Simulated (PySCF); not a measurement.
## Bonding in `C#C[PH+]1CCCCCC1`

Compound: C8H14P (charge +1).
Numbering: `[CH:1]#[C:2][PH+:3]1[CH2:4][CH2:5][CH2:6][CH2:7][CH2:8][CH2:9]1` (hydrogens: H10 on C1; H11 on P3; H12, H13 on C4; H14, H15 on C5; H16, H17 on C6; H18, H19 on C7; H20, H21 on C8; H22, H23 on C9)

Cartesian coordinates in Å at the GFN2-xTB level; atoms count from 1:
```xyz
23
C8H14P angstrom
C      3.7732   -0.5927   -1.4115
C      2.7516   -0.3277   -0.8337
P      1.2543    0.0399   -0.0221
C      0.3729   -1.5252    0.2385
C     -0.7739   -1.4180    1.2533
C     -1.3875   -0.0210    1.3333
C     -1.8898    0.5481   -0.0030
C     -1.0006    1.6753   -0.5301
C      0.3371    1.1876   -1.0893
H      4.6719   -0.8227   -1.9126
H      1.6292    0.6224    1.1699
H      0.0063   -1.8142   -0.7538
H      1.1023   -2.2805    0.5458
H     -0.4069   -1.6854    2.2451
H     -1.5434   -2.1434    0.9869
H     -0.6518    0.6681    1.7663
H     -2.2148   -0.0673    2.0423
H     -1.9732   -0.2409   -0.7517
H     -2.8904    0.9565    0.1377
H     -0.8307    2.4000    0.2683
H     -1.5188    2.1987   -1.3350
H      0.1817    0.6355   -2.0255
H      0.9965    2.0339   -1.3090
```

Bond orders from the PBE0/pcSseg-1 density (PySCF). Isolated species at its GFN2-xTB geometry (one conformer only).

(1) How far do the computed orders between heavy atoms stray from the drawn ones?

(2) Give the Mayer order of every bond between heavy atoms, beside its length.

Answers

(1) The largest departure is 0.483, at C1–C2 (drawn triple, 2.517). Drawn double or triple, more than 0.30 short of the drawn order: C1–C2 (2.517). The SMILES, with its formal charges, is one Lewis structure only.

(2) 
```
 bond  drawn as  length (Å)  Mayer order
C1–C2    triple       1.203        2.517
C2–P3    single       1.742        0.981
P3–C4    single       1.815        0.993
C4–C5    single       1.535        0.992
C5–C6    single       1.528        1.054
C6–C7    single       1.537        0.980
C7–C8    single       1.529        1.037
C8–C9    single       1.530        1.019
C9–P3    single       1.816        1.010
```

By pair of heavy elements: C–C: lowest C6–C7 (0.980, 1.537 Å), highest C1–C2 (2.517, 1.203 Å). C–P: lowest C2–P3 (0.981, 1.742 Å), highest C9–P3 (1.010, 1.816 Å); in 1 of the 3 pairs the longer bond (by over 0.003 Å) has the higher order (by 0.02 or more).

Task: And the bonds to hydrogen?

Result: C–H: 0.90 to 1.12 (13 bonds); H–P: 0.91 (1 bond).

Task: Sum the orders of all bonds at each heavy atom with more than one neighbour and set the sums beside the valence in the SMILES.

Result: C1 3.637 (drawn 4), C2 3.498 (drawn 4), P3 3.897 (drawn 4), C4 3.802 (drawn 4), C5 3.929 (drawn 4), C6 3.901 (drawn 4), C7 3.916 (drawn 4), C8 3.931 (drawn 4), C9 3.841 (drawn 4). Orders between atoms that aren't bonded are not in these sums.

For a closed shell the Mayer order of atoms A and B is Σ (PS)μν (PS)νμ over the basis functions μ on A and ν on B, with P the density and S the overlap matrix.

The run behind these numbers computed NMR shieldings as well. The run took 47 s wall on one thread of an Arm Neoverse V1, shared host with 32 logical CPUs at a one-minute load of 20, and the process peaked at 1.1 GiB of memory.
